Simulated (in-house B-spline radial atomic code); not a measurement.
# Neutral titanium: [Ne] 3s2 3p5 3d2 4s2 6s1 (an excited or competing configuration)

Method: Dirac-Hartree-Fock, average of configuration, Fermi nucleus of rms radius 3.5921 fm. Calculated with a B-spline radial code for spherical atoms.

Effective charges: Z_r = [3n² - l(l+1)]/(2<r>) from the radius, Z_e = n√(-2ε) from the energy, and Slater's rules. Values are occupation-weighted means over j.

| shell | electrons | ε (eV) | <r> (bohr) | Z_r | Z_e | Slater |
| --- | --- | --- | --- | --- | --- | --- |
| 1s | 2 | -5036.5 | 0.06952 | 21.58 | 19.24 | 21.70 |
| 2s | 2 | -604.74 | 0.322 | 18.63 | 13.33 | 17.85 |
| 2p | 6 | -500.34 | 0.2888 | 17.31 | 12.13 | 17.85 |
| 3s | 2 | -90.735 | 0.99 | 13.64 | 7.75 | 11.10 |
| 3p | 5 | -61.792 | 1.062 | 11.77 | 6.39 | 11.10 |
| 3d | 2 | -22.602 | 1.294 | 8.11 | 3.87 | 4.65 |
| 4s | 2 | -12.318 | 3.086 | 7.78 | 3.81 | 4.00 |
| 6s | 1 | -1.1353 | 18.21 | 2.96 | 1.73 | 1.00 |

The least bound orbital is 6s1/2 at -1.135 eV, and it is also the most diffuse (<r> = 18.21 bohr). The part-filled 3p shell lies below the filled 4s shell in orbital energy.

Spin-orbit splittings of the orbital energies (j = l + 1/2 above j = l - 1/2 when positive): 2p 5.911 eV, 3p 0.7262 eV, 3d 0.04887 eV.

For the 1s electron the small component carries 0.621 % of the norm, the zero-frequency Breit interaction raises the level by 4.892 eV, self-energy by 2.32 eV, and vacuum polarisation lowers it by 0.1803 eV.
